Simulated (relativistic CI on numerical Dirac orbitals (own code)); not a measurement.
# Sc2+: 2p photoemission

Computed with this model: Dirac-Coulomb-Breit CI, orbitals from a KLI potential per configuration, model QED (radiative potential, 1s self-energy scaled to tabulated hydrogen-like ionisation energies), valence Slater integrals scaled by 0.7, multiplet model of photoemission in the sudden approximation; configurations [Ar] 3d → [He] 2s2 2p5 3s2 3p6 3d; 300 K; Lorentzian 0.5 eV and Gaussian 0.6 eV FWHM. Energies are those of the free ion, without screening or charge transfer. The energies are binding energies and can lie tens of eV above those of solids. S is read from ⟨S²⟩ = S(S + 1).

Field parameters in Wybourne normalisation: Oh B⁴₀ = 21Dq, B⁴₄ = √(5/14) B⁴₀. The field is a parameter set, without covalency.

free ion: ground-state S = 0.50, centroid 429.26 eV. Peaks (eV, height): 427.5 (100), 432.2 (58), 433.4 (20).

Oh, 10Dq = 23500 cm⁻¹: ground-state S = 0.50, centroid 429.26 eV. Peaks (eV, height): 427.6 (100), 432.2 (55).

Oh, 10Dq = 8050 cm⁻¹: ground-state S = 0.50, centroid 429.26 eV. Peaks (eV, height): 427.6 (100), 429.7 (10), 432.2 (59), 434.0 (8).

Strongest unbroadened transitions for Oh, 10Dq = 8050 cm⁻¹:

```tsv
Energy (eV)	Relative strength
426.95	32.4
427.13	80.7
427.37	33.6
427.38	47.4
427.39	37.8
427.49	100.0
427.66	80.0
427.70	32.3
427.82	48.3
427.96	72.1
428.43	27.3
429.84	21.6
432.11	92.3
432.12	66.7
432.22	56.9
432.27	21.0
432.69	74.6
434.08	23.9
```
